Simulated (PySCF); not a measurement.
**Relaxation of singlet H₄MnN**

Computed with PBE0/[Mn def2-TZVP, N def2-TZVP, H def2-TZVP], no relativity, density fitting, PySCF. A (50,194) grid was used.

A hand-made square pyramidal (ligand arrangement 1) start, of Cs symmetry, held to at least that symmetry:

```xyz
6
charge 0 multiplicity 1, angstrom
Mn    0.0000    0.2893    0.0580
N     0.0000   -1.3246   -0.2851
H     0.0000    0.2893    1.5680
H     1.4770    0.2893   -0.2559
H     0.0000    1.7663   -0.2559
H    -1.4770    0.2893   -0.2559
```

Optimiser trace:
```json
{"step": "0", "E − E(last) (kJ/mol)": "369.74", "largest gradient (Eh/bohr)": "0.11711"}
{"step": "1", "E − E(last) (kJ/mol)": "262.25", "largest gradient (Eh/bohr)": "0.07201"}
{"step": "2", "E − E(last) (kJ/mol)": "166.40", "largest gradient (Eh/bohr)": "0.08221"}
{"step": "3", "E − E(last) (kJ/mol)": "129.08", "largest gradient (Eh/bohr)": "0.03976"}
{"step": "4", "E − E(last) (kJ/mol)": "91.12", "largest gradient (Eh/bohr)": "0.04460"}
{"step": "5", "E − E(last) (kJ/mol)": "34.11", "largest gradient (Eh/bohr)": "0.02465"}
{"step": "6", "E − E(last) (kJ/mol)": "6.80", "largest gradient (Eh/bohr)": "0.01408"}
{"step": "7", "E − E(last) (kJ/mol)": "4.08", "largest gradient (Eh/bohr)": "0.00992"}
{"step": "8", "E − E(last) (kJ/mol)": "1.90", "largest gradient (Eh/bohr)": "0.00664"}
{"step": "9", "E − E(last) (kJ/mol)": "0.45", "largest gradient (Eh/bohr)": "0.00495"}
{"step": "10", "E − E(last) (kJ/mol)": "0.24", "largest gradient (Eh/bohr)": "0.00264"}
{"step": "11", "E − E(last) (kJ/mol)": "0.08", "largest gradient (Eh/bohr)": "0.00254"}
{"step": "12", "E − E(last) (kJ/mol)": "0.03", "largest gradient (Eh/bohr)": "0.00181"}
{"step": "13", "E − E(last) (kJ/mol)": "0.02", "largest gradient (Eh/bohr)": "0.00087"}
{"step": "14", "E − E(last) (kJ/mol)": "0.01", "largest gradient (Eh/bohr)": "0.00030"}
{"step": "15", "E − E(last) (kJ/mol)": "0.00", "largest gradient (Eh/bohr)": "0.00018"}
```

It ends at Cs with Mn–H 1.542 Å, Mn–H 1.550 Å (×2), Mn–H 1.619 Å, Mn–N 1.463 Å; H–Mn–H 42.9° (×2), H–Mn–H 85.8°, H–Mn–H 126.4° (×2), H–Mn–H 144.7°, H–Mn–N 98.5° (×2), H–Mn–N 101.0°, H–Mn–N 114.3° (after a last refinement on a finer grid). A frequency run shows 2 imaginary modes, down to 956i cm⁻¹, so it is a higher-order saddle point. Other isomers or separated fragments may lie lower.

Stability towards spin polarisation was not tested.
